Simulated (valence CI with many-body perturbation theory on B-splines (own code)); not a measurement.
Sn II: key properties

Computed by valence CI with perturbative core correlation (CI+MBPT): three valence electrons over a frozen Dirac-Fock core [Kr] 4d10, a basis of 11 s, 11 p, 9 d, 7 f, 5 g, 2 h, 1 i functions for each j, with the one-electron correlation potential Σ1, the two-electron term Σ2, the three-electron term Σ3, Breit, model QED; selected CI, second order for the rest (own B-spline code, finite nucleus).

Set against measurement, 15 paired levels are off by 128 cm⁻¹ on average, the worst by 354. These come from a selection out of the NIST Handbook of Basic Atomic Spectroscopic Data. Levels without a partner in it may be off by more.

Names give the largest LS component (configuration and term), which can be under half, so a name can repeat, a term be missing and a line seem to break the LS rules; names also repeat where a configuration has a term twice.

Rates and lifetimes use the calculated energies. Strong lines usually hold to 10 to 20 %, long lifetimes can be off by a factor of two.

(1) What is the ground level?

(2) How well does LS coupling describe the low levels?

(3) What is the ionisation energy?

(4) Where does the other parity begin?

(5) Name the longest-lived excited levels whose lifetime is computed, and their main decay.

## Answers

(1) 5s2 5p 2P°_1/2, composition 96 % 5s2 5p 2P°, g = 0.666.

(2) Among the lowest 20 levels the leading LS term, summed over configurations, holds 95 % on average. For single configurations the figures are 82 % in LS and 74 % in jj coupling. Terms mix most in the J = 1/2 level at 75795 cm⁻¹, where the leading one holds 61 %.

(3) 14.623 eV; NIST lists 14.6331 eV (measured).

(4) At 5s 5p2 4P_1/2, 46110 cm⁻¹.

(5) 5s2 5p 2P°_3/2 at 4252 cm⁻¹ lives 1.44 s, mostly by M1 to 5s2 5p 2P°_1/2.
